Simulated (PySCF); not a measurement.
## Spinor energies of Pb⁺ (lead, charge +1)

Start: [Xe] 4f14 5d10 6s2 6p1; 6p3/2 filled at m_j = +3/2. Calculated with PySCF 2.14 in x2c-QZVPPall-2c: generalised Hartree-Fock with the X2C-1e Hamiltonian and a Gaussian nucleus; one run each with spin-orbit coupling (SO) screened by Boettger's factors, then bare. This is a chosen level, not necessarily the ground level.

```
spinor shell  electrons  ε, screened SO (eV)  ε, bare SO (eV)  weight of nominal j (bare SO)  rms radius, bare SO (bohr)
       1s1/2          2             -88479.4         -88477.0                          1.000                      0.0181
       2s1/2          2             -15986.5         -15985.7                          1.000                      0.0730
       2p1/2          2             -15329.5         -15378.9                          1.000                      0.0615
       2p3/2          4             -13134.3         -13119.6                          1.000                      0.0701
       3s1/2          2              -3915.8          -3915.5                          1.000                       0.186
       3p1/2          2              -3620.0          -3631.0                          1.000                       0.178
       3p3/2          4              -3123.1          -3119.7                          1.000                       0.195
       3d3/2          4              -2642.3          -2651.5                          1.000                       0.170
       3d5/2          6              -2536.7          -2530.9                          1.000                       0.175
       4s1/2          2              -931.86          -931.79                          1.000                       0.408
       4p1/2          2              -802.64          -805.38                          1.000                       0.411
       4p3/2          4              -679.29          -678.44                          1.000                       0.446
       4d3/2          4              -468.60          -470.65                          1.000                       0.454
       4d5/2          6              -444.91          -443.63                          1.000                       0.467
       5s1/2          2              -175.04          -175.03                          1.000                       0.915
       4f5/2          6              -169.57          -171.14                          1.000                       0.489
       4f7/2          8              -164.30          -163.12                          1.000                       0.498
       5p1/2          2              -128.76          -129.30                          1.000                       0.981
       5p3/2          4              -105.67          -105.52                          1.000                        1.08
       5d3/2          4              -38.984          -39.249                          0.999                        1.35
       5d5/2          6              -36.145          -35.996                          1.000                        1.41
       6s1/2          2              -22.464          -22.468                          1.000                        2.46
       6p3/2          1              -12.874          -12.866                          1.000                        3.35
```

```json
{"quantity": "E (hartree)", "screened SO": "-20903.67273", "bare SO": "-20905.96551"}
{"quantity": "M_J", "screened SO": "3/2", "bare SO": "3/2"}
{"quantity": "⟨J²⟩", "screened SO": "3.758", "bare SO": "3.758"}
{"quantity": "⟨L²⟩", "screened SO": "2.208", "bare SO": "2.227"}
{"quantity": "⟨S²⟩", "screened SO": "0.956", "bare SO": "0.974"}
```

Each row is a mean over spinors that exchange with the open shell spreads, by up to 1.672 eV (6s1/2).

Breit and QED terms are absent; they matter most for the inner s and p1/2 levels.

Densities and radii are taken from the X2C orbitals without a picture-change correction, which distorts them close to the nucleus.
